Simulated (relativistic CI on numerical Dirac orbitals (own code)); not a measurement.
**One change at a time: S⁵⁺**

Base calculation: Dirac-Coulomb-Breit CI, separate exchange-only KLI orbitals for each configuration, model QED, valence Slater integrals scaled by 0.85, P86 correlation energy added to each configuration.

CI space (outside the closed core [Ne]): 3s, 3p, 3d, 4s, 4p, 4d, 4f, 5s, 5p, 5d, 5f, 5g, 6s, 6p, 6d. Levels of other configurations are missing.

Variants: (1) Slater integrals left unscaled; (2) self-excluded LDA correlation estimate; (3) one mean potential for all configurations. Shifts of the energy above 3s 2S_1/2, in cm⁻¹, for the lowest level and the first level of each name with at least 55 % of one term (blank where a level changes its place among those of its configuration and J or its character, or is not in the variant):

| Level | Base | Δ(1) | Δ(2) | Δ(3) | Measured |
| --- | --- | --- | --- | --- | --- |
| 3s 2S_1/2 | 0 | 0 | 0 | 0 | 0 |
| 3p 2P°_1/2 | 105928 | 0 | +351 | -4 | 105874 |
| 3p 2P°_3/2 | 107164 | 0 | +351 | -5 | 107138 |
| 3d 2D_3/2 | 247242 | 0 | +704 | -40 | 247422 |
| 3d 2D_5/2 | 247255 | 0 | +703 | -39 | 247455 |
| 4s 2S_1/2 | 360584 | 0 | +5545 | +293 | 362989 |
| 4p 2P°_1/2 | 398986 | 0 | +5413 | +244 | 401169 |
| 4p 2P°_3/2 | 399430 | 0 | +5413 | +249 | 401627 |
| 4d 2D_3/2 | 449367 | 0 | +5439 | +198 | 451797 |
| 4d 2D_5/2 | 449372 | 0 | +5439 | +203 | 451814 |
| 4f 2F°_5/2 | 461976 | 0 | +3640 | +641 |  |
| 4f 2F°_7/2 | 461985 | 0 | +3640 | +641 |  |
| 5s 2S_1/2 | 501149 | 0 | +6490 | +510 | 504102 |
| 5p 2P°_1/2 | 519225 | 0 | +6363 | +482 | 522029 |

At this charge configurations can still be misplaced by up to about 7 % of their energy. 19 of the 19 excited levels that our extract of the measured tables holds in this range could be paired (the sources list more); they are missed by 2158 cm⁻¹ on average and 2969 at most, and levels without a partner can miss by more.

Measured levels: NIST levels in Podobedova, Kelleher and Wiese, J. Phys. Chem. Ref. Data 38, 171 (2009).

Ionisation energy from the two ground configurations alone: base 87.92 eV; self-excluded LDA correlation estimate 88.51 eV. The NIST ASD value (measured) is 88.0529 eV.
